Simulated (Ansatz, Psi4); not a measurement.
The Ansatz (an electronic-structure program) input:
Ansatz 0.2 input:
```yaml
crystal:
  periodic: [false, false, false]
  atoms:
    - {symbol: N, position_ang: [1.14797274, 0.20018934, 0.03700286]}
    - {symbol: C, position_ang: [0.00000738, -0.40400940, 0.15397542]}
    - {symbol: N, position_ang: [-1.14797868, 0.12474531, -0.16084144]}
    - {symbol: H, position_ang: [1.21954645, 1.14751701, -0.31697552]}
    - {symbol: H, position_ang: [2.01157036, -0.25676282, 0.29638706]}
    - {symbol: H, position_ang: [0.00002593, -1.41964718, 0.54105366]}
    - {symbol: H, position_ang: [-1.21958691, 1.06736807, -0.52715794]}
    - {symbol: H, position_ang: [-2.01155856, -0.38896122, -0.05028975]}
basis:
  gaussian:
    orbitals: STO-3G
total_charge: 1
magnetization: {spin_polarized: false}
correlation: {method: ccsd_t, electrons: outside_noble_gas}
accuracy: high
```

Task: Write the same job for Psi4.

Result: One answer among several that fit: 
```
memory 2 GB

molecule mol {
1 1
N     1.147973    0.200189    0.037003
C     0.000007   -0.404009    0.153975
N    -1.147979    0.124745   -0.160841
H     1.219546    1.147517   -0.316976
H     2.011570   -0.256763    0.296387
H     0.000026   -1.419647    0.541054
H    -1.219587    1.067368   -0.527158
H    -2.011559   -0.388961   -0.050290
}

set {
  basis sto-3g
  reference rhf
  freeze_core true
  mp2_type conv
  scf_type pk
  puream true
  d_convergence 1e-8
}

energy('ccsd(t)')
print_variables()
```

Both were run: Ansatz gave -147.810269 Eh and Psi4 -147.810269 Eh, 0.000 mEh apart.
